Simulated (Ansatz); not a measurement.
`[SiH3][O][In][Br]` radical. Charge 0, multiplicity 2. In: def2 effective core potential.

Z-matrix (Å, degrees):
```
Si
O 1 1.633
H 1 1.491 2 111.5
H 1 1.486 2 108.7 3 119.9
H 1 1.491 2 111.6 3 -120.2
In 2 1.993 1 138.1 3 62.3
Br 6 2.501 2 116.3 1 -179.0
```

List the harmonic frequencies (cm⁻¹, unscaled) at PBE0-D4/def2-TZVP in Ansatz. (Best estimate.)

Ansatz gave: 5, 41, 48, 114, 233, 419, 717, 725, 950, 958, 972, 986, 2191, 2197, 2222.
